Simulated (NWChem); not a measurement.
C2H4BClO; SMILES C=CB(O)Cl

```xyz
9

B      0.2329    -0.0350     0.0016
Cl    -0.3492    -1.7213    -0.0003
C     -0.7818     1.1396     0.0036
C     -0.3784     2.4180    -0.0028
H     -1.8555     0.9226     0.0097
H     -1.0841     3.2556    -0.0021
H      0.6867     2.6732    -0.0092
O      1.5605     0.1979     0.0007
H      2.0873    -0.6083    -0.0012
```
Atoms are numbered in this order, from 1.

Level: PBE0/def2-SVP (NWChem), optimised geometry, unscaled harmonic frequencies. 

Task: List the harmonic frequencies with IR intensities, and the thermochemistry.

Result: 
```json
[
 {"frequency (cm⁻¹)": "76", "IR intensity (km/mol)": "1.3"},
 {"frequency (cm⁻¹)": "197", "IR intensity (km/mol)": "0.2"},
 {"frequency (cm⁻¹)": "326", "IR intensity (km/mol)": "8.1"},
 {"frequency (cm⁻¹)": "406", "IR intensity (km/mol)": "2.9"},
 {"frequency (cm⁻¹)": "421", "IR intensity (km/mol)": "11.7"},
 {"frequency (cm⁻¹)": "579", "IR intensity (km/mol)": "107.4"},
 {"frequency (cm⁻¹)": "678", "IR intensity (km/mol)": "26.2"},
 {"frequency (cm⁻¹)": "682", "IR intensity (km/mol)": "40.9"},
 {"frequency (cm⁻¹)": "914", "IR intensity (km/mol)": "118.1"},
 {"frequency (cm⁻¹)": "1015", "IR intensity (km/mol)": "31.0"},
 {"frequency (cm⁻¹)": "1027", "IR intensity (km/mol)": "3.1"},
 {"frequency (cm⁻¹)": "1050", "IR intensity (km/mol)": "12.5"},
 {"frequency (cm⁻¹)": "1142", "IR intensity (km/mol)": "324.7"},
 {"frequency (cm⁻¹)": "1300", "IR intensity (km/mol)": "27.0"},
 {"frequency (cm⁻¹)": "1397", "IR intensity (km/mol)": "147.0"},
 {"frequency (cm⁻¹)": "1449", "IR intensity (km/mol)": "131.8"},
 {"frequency (cm⁻¹)": "1700", "IR intensity (km/mol)": "63.9"},
 {"frequency (cm⁻¹)": "3151", "IR intensity (km/mol)": "10.2"},
 {"frequency (cm⁻¹)": "3190", "IR intensity (km/mol)": "2.5"},
 {"frequency (cm⁻¹)": "3253", "IR intensity (km/mol)": "3.7"},
 {"frequency (cm⁻¹)": "3906", "IR intensity (km/mol)": "117.7"}
]
```

```yaml
zero_point_energy: 39.8 kcal/mol
thermal correction to the enthalpy at 298.15 K (with zero-point energy): 44.0 kcal/mol
heat capacity Cv: 19.2 cal/(mol K)
entropy at 298.15 K and 1 atm (symmetry number 1): 76.8 cal/(mol K)
dipole_moment: 0.93 D
```

Rigid rotor and harmonic oscillator; modes under 100 cm⁻¹ make the entropy uncertain.
